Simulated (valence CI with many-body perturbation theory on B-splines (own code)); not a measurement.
# Level structure of Cr¹⁸⁺

Computed by configuration interaction combined with many-body perturbation theory (CI+MBPT): four valence electrons over a frozen Dirac-Fock core [He], a basis of 11 s, 11 p, 9 d, 7 f, 5 g, 2 h, 1 i functions for each j, with the one-electron correlation potential Σ1 (screened to all orders), the two-electron term Σ2, the three-electron term Σ3, Breit, model QED; selected single and double excitations, second order for the rest (own B-spline code, finite nucleus).

No measured levels were compared; by estimate levels of excited configurations hold to 0.05 to 0.15 % of their energy, terms of the ground configuration to about 0.5 %. Among the levels kept, up to 260 cm⁻¹ of a level comes from second order outside the variational space, and about a tenth of that is noise between levels of different J, which matters for small intervals.

Levels 1 to 45 of 105, with energies above the lowest level, 2s2 2p2 3P_0. "Leading %" is the weight of the configuration and term that name the level; weights of strongly mixed levels are sums over their largest components and can fall short. In the jj column 3d3/2^4 stands for four electrons in 3d with j = 3/2. Lifetimes count E1, E2, E3, M1 and M2 decay at the calculated energies, and are blank where another channel may lead or the interval is too uncertain; long ones can be off by a factor of two.

| No. | Configuration | Term | J | E (× 10³ cm⁻¹) | Leading % | Leading jj | Second component | Lifetime |
| --- | --- | --- | --- | --- | --- | --- | --- | --- |
| 1 | 2s2 2p2 | 3P | 0 | 0.00 | 92 | 2s^2 2p1/2^2 (87 %) | 7 % 2s2 2p2 1S |  |
| 2 | 2s2 2p2 | 3P | 1 | 47.81 | 99 | 2s^2 2p1/2 2p3/2 (99 %) |  | 547 μs |
| 3 | 2s2 2p2 | 3P | 2 | 82.48 | 82 | 2s^2 2p1/2 2p3/2 (73 %) | 16 % 2s2 2p2 1D | 2.12 ms |
| 4 | 2s2 2p2 | 1D | 2 | 184.78 | 82 | 2s^2 2p3/2^2 (73 %) | 16 % 2s2 2p2 3P | 85.4 μs |
| 5 | 2s2 2p2 | 1S | 0 | 299.25 | 89 | 2s^2 2p3/2^2 (85 %) | 7 % 2s2 2p2 3P | 16.6 μs |
| 6 | 2s 2p3 | 5S° | 2 | 403.14 | 98 | 2s 2p1/2 2p3/2^2 (52 %) |  | 31.7 ns |
| 7 | 2s 2p3 | 3D° | 2 | 671.66 | 87 | 2s 2p1/2 2p3/2^2 (62 %) | 12 % 2s 2p3 3P° | 132 ps |
| 8 | 2s 2p3 | 3D° | 1 | 672.74 | 89 | 2s 2p1/2^2 2p3/2 (51 %) | 9 % 2s 2p3 3P° | 106 ps |
| 9 | 2s 2p3 | 3D° | 3 | 686.86 | 100 | 2s 2p1/2 2p3/2^2 (100 %) |  | 167 ps |
| 10 | 2s 2p3 | 3P° | 0 | 789.09 | 100 | 2s 2p1/2 2p3/2^2 (100 %) |  | 55.7 ps |
| 11 | 2s 2p3 | 3P° | 1 | 794.01 | 88 | 2s 2p1/2 2p3/2^2 (72 %) | 9 % 2s 2p3 3D° | 54.3 ps |
| 12 | 2s 2p3 | 3P° | 2 | 804.66 | 81 | 2s 2p3/2^3 (60 %) | 13 % 2s 2p3 3D° | 60.4 ps |
| 13 | 2s 2p3 | 3S° | 1 | 960.03 | 85 | 2s 2p1/2 2p3/2^2 (62 %) | 12 % 2s 2p3 1P° | 11.8 ps |
| 14 | 2s 2p3 | 1D° | 2 | 976.53 | 95 | 2s 2p1/2 2p3/2^2 (71 %) | 4 % 2s 2p3 3P° | 21.9 ps |
| 15 | 2s 2p3 | 1P° | 1 | 1091.2 | 86 | 2s 2p3/2^3 (61 %) | 12 % 2s 2p3 3S° | 13.5 ps |
| 16 | 2p4 | 3P | 2 | 1450.2 | 91 | 2p1/2^2 2p3/2^2 (88 %) | 8 % 2p4 1D | 19.2 ps |
| 17 | 2p4 | 3P | 1 | 1514.2 | 99 | 2p1/2 2p3/2^3 (99 %) |  | 17.0 ps |
| 18 | 2p4 | 3P | 0 | 1517.7 | 91 | 2p1/2^2 2p3/2^2 (61 %) | 8 % 2p4 1S | 17.0 ps |
| 19 | 2p4 | 1D | 2 | 1586.5 | 91 | 2p1/2 2p3/2^3 (88 %) | 8 % 2p4 3P | 27.0 ps |
| 20 | 2p4 | 1S | 0 | 1787.4 | 88 | 2p3/2^4 (60 %) | 8 % 2p4 3P | 14.2 ps |
| 21 | 2s2 2p 3s | 3P° | 0 | 6341.9 | 96 | 2s^2 2p1/2 3s (96 %) |  | 673 fs |
| 22 | 2s2 2p 3s | 3P° | 1 | 6349.4 | 77 | 2s^2 2p1/2 3s (94 %) | 20 % 2s2 2p 3s 1P° | 579 fs |
| 23 | 2s2 2p 3s | 3P° | 2 | 6423.9 | 96 | 2s^2 2p3/2 3s (96 %) |  | 638 fs |
| 24 | 2s2 2p 3s | 1P° | 1 | 6445.5 | 77 | 2s^2 2p3/2 3s (94 %) | 20 % 2s2 2p 3s 3P° | 421 fs |
| 25 | 2s2 2p 3p | 3D | 1 | 6502.7 | 63 | 2s^2 2p1/2 3p1/2 (95 %) | 31 % 2s2 2p 3p 1P | 28.9 ps |
| 26 | 2s2 2p 3p | 1P | 1 | 6545.6 | 26 | 2s^2 2p1/2 3p3/2 (84 %) | 24 % 2s2 2p 3p 3S | 10.3 ps |
| 27 | 2s2 2p 3p | 3D | 2 | 6547.6 | 83 | 2s^2 2p1/2 3p3/2 (79 %) | 6 % 2s2 2p 3p 3P | 21.0 ps |
| 28 | 2s2 2p 3p | 3P | 0 | 6565.4 | 83 | 2s^2 2p1/2 3p1/2 (82 %) | 8 % 2s2 2p 3p 1S | 4.71 ps |
| 29 | 2s2 2p 3p | 3P | 1 | 6605.2 | 38 | 2s^2 2p3/2 3p3/2 (53 %) | 35 % 2s2 2p 3p 1P | 7.49 ps |
| 30 | 2s2 2p 3p | 3D | 3 | 6610.7 | 96 | 2s^2 2p3/2 3p3/2 (96 %) |  | 25.7 ps |
| 31 | 2s2 2p 3p | 3S | 1 | 6623.4 | 59 | 2s^2 2p3/2 3p1/2 (55 %) | 30 % 2s2 2p 3p 3P | 6.91 ps |
| 32 | 2s2 2p 3p | 3P | 2 | 6628.3 | 69 | 2s^2 2p3/2 3p1/2 (59 %) | 11 % 2s2 2p 3p 3D | 5.41 ps |
| 33 | 2s2 2p 3p | 1D | 2 | 6680.0 | 79 | 2s^2 2p3/2 3p3/2 (67 %) | 14 % 2s2 2p 3p 3P | 9.67 ps |
| 34 | 2s 2p2 3s | 5P | 1 | 6706.9 | 96 | 2s 2p1/2^2 3s (51 %) |  | 893 fs |
| 35 | 2s2 2p 3d | 3F° | 2 | 6710.8 | 74 | 2s^2 2p1/2 3d3/2 (96 %) | 21 % 2s2 2p 3d 1D° | 599 fs |
| 36 | 2s2 2p 3p | 1S | 0 | 6737.6 | 85 | 2s^2 2p3/2 3p3/2 (76 %) | 8 % 2s 2p2 3s 3P | 3.26 ps |
| 37 | 2s2 2p 3d | 3F° | 3 | 6739.7 | 78 | 2s^2 2p1/2 3d5/2 (81 %) | 12 % 2s2 2p 3d 3D° | 283 fs |
| 38 | 2s 2p2 3s | 5P | 2 | 6740.9 | 98 | 2s 2p1/2 2p3/2 3s (89 %) |  | 862 fs |
| 39 | 2s2 2p 3d | 1D° | 2 | 6746.6 | 33 | 2s^2 2p1/2 3d5/2 (88 %) | 29 % 2s2 2p 3d 3P° | 108 fs |
| 40 | 2s2 2p 3d | 3D° | 1 | 6764.2 | 67 | 2s^2 2p1/2 3d3/2 (90 %) | 17 % 2s2 2p 3d 3P° | 64.1 fs |
| 41 | 2s 2p2 3s | 5P | 3 | 6776.8 | 96 | 2s 2p3/2^2 3s (50 %) |  | 805 fs |
| 42 | 2s2 2p 3d | 3F° | 4 | 6797.0 | 97 | 2s^2 2p3/2 3d5/2 (97 %) |  | 786 ps |
| 43 | 2s 2p2 3s | 3P | 0 | 6797.2 | 83 | 2s 2p1/2^2 3s (51 %) | 10 % 2s2 2p 3p 3P | 579 fs |
| 44 | 2s2 2p 3d | 1D° | 2 | 6805.3 | 40 | 2s^2 2p3/2 3d3/2 (54 %) | 29 % 2s2 2p 3d 3D° | 110 fs |
| 45 | 2s 2p2 3s | 3P | 1 | 6824.6 | 90 | 2s 2p1/2 2p3/2 3s (80 %) | 7 % 2s2 2p 3p 3P | 514 fs |

Names give the largest LS component (configuration and term), which can be under half, so a name can repeat, a term be missing and a line seem to break the LS rules; names also repeat where a configuration has a term twice.

The ionisation energy to 2s2 2p 2P°_1/2 of the next ion comes out as 1396 eV (NIST: 1394.5 ± 0.7 eV (semi-empirical)). All 105 levels together are meant to be complete up to 7243.2 × 10³ cm⁻¹.
